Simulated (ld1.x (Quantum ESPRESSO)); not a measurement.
V, TM: configuration errors across variants

vanadium, norm-conserving Troullier–Martins (Kleinman–Bylander form), made with ld1.x (Quantum ESPRESSO) 7.5 (PBEsol, scalar-relativistic). Core [Ar], reference 3d3 4s0.5 4p0 (charge +1.5). Waves: 4p (bound, empty): rc 3.15 bohr; 3d (bound): rc 1.00 bohr; 4s (bound): rc 1.90 bohr. Local part: the s channel. Core correction: none.

All-electron excitation energies from the reference (eV): (1) 3d3 4s2 4p0 -14.018; (2) 3d3 4s1 4p0 -6.269; (3) 3d3 4s0 4p0 7.934; (4) 3d2 4s0 4p0 36.784; (5) 3d3 4s0 4p2 -7.140; (6) 3d3 4s1 4p1 -10.650; (7) 3d3 4s1.5 4p0 -10.918.

5 further variants failed, have other tests or too few solved ones, and are left out.

A true bound ghost makes a file unfit for plane-wave use even where its test errors are small: the radial tests pick states by their node count and pass the ghost by.

Errors AE − PS in meV (a dash: test not solved or not reliable):

| change | (1) | (2) | (3) | (4) | (5) | (6) | (7) | bound ghosts |
| --- | --- | --- | --- | --- | --- | --- | --- | --- |
| base | +55 | +14 | +38 | -254 | +9.7 | +27 | +37 | none |
| local potential the p channel | +124 | +23 | +36 | -318 | +13 | +52 | +70 | s |
| core correction a·sin(br)/r model core inside 1.24 bohr | -1.8 | -0.7 | -4.8 | -682 | -9.8 | -5.6 | -1.6 | none |
| wave 4s (bound): rc 1.90 bohr becomes 4s (bound): rc 1.74 bohr | +68 | +16 | +39 | -264 | +6.0 | +29 | +43 | p |
| all radii scaled by about 1.18 (s 2.24, p 3.72, d 1.18 bohr) | +41 | +12 | +36 | -219 | +14 | +24 | +29 | none |
| wave 3d (bound): rc 1.00 bohr becomes 3d (bound): rc 1.40 bohr | +56 | +15 | +38 | -216 | +9.9 | +28 | +37 | none |
| wave 4s (bound): rc 1.90 bohr becomes 4s (bound): rc 1.86 bohr | +59 | +15 | +38 | -257 | +8.6 | +28 | +39 | none |

Problem. Give the same row for: wave 4p (bound): rc 3.15 bohr becomes 4p (bound): rc 3.04 bohr.

Solution. +55, +14, +38, -254, +9.6, +27, +37; bound ghosts: none.
